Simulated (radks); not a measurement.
Problem. The table gives one normalised radial function P(r) = r R(r) of Te3+ in [Kr] 4d10 5s2 5d1 (r in bohr). Calculated with a radial shooting solver on a logarithmic mesh with Libxc functionals: scalar-relativistic Kohn-Sham, r2SCAN, spin-polarised, spherical densities, finite nucleus; open shells are filled with parallel spins first (spin-orbit coupling, left out, can overturn this in heavy ions); meta-GGA in the generalised Kohn-Sham scheme; Fermi nuclear charge, rms radius 4.7423 fm.

r           P
0.001118   0.0014
0.001503   0.0024
0.002021   0.0040
0.002696   0.0066
0.003624   0.0111
0.004834   0.0183
0.006499   0.0305
0.008737   0.0502
0.01165    0.0803
0.01567    0.1270
0.0209     0.1917
0.0281     0.2782
0.03777    0.3753
0.05038    0.4522
0.06774    0.4594
0.09034    0.3302
0.1215     0.0189
0.1633    -0.4011
0.2178    -0.6893
0.2928    -0.5655
0.3906     0.0452
0.5251     0.8475
0.706      1.2701
0.9416     1.0865
1.266      0.5940
1.689      0.2120
2.27       0.0437
3.052      0.0046
4.071      0.0002
5.473      0.0000
7.3        0.0000
9.814      0.0000

Which n and l does it have? It may be an empty orbital.

Solution. n = 4, l = 1: the number of nodes gives n - l - 1 = 2, the rise at small r (about r^(l+1), flatter next to the nucleus through relativity) gives l, and the extent must fit the shell. The curve is that of 4p up; the table hardly tells the two spins apart. 4p up: eigenvalue -151.12 eV, 2 radial nodes at r = 0.123, 0.384 bohr, <r> = 0.821 bohr, 90 % of the charge inside 1.20 bohr.
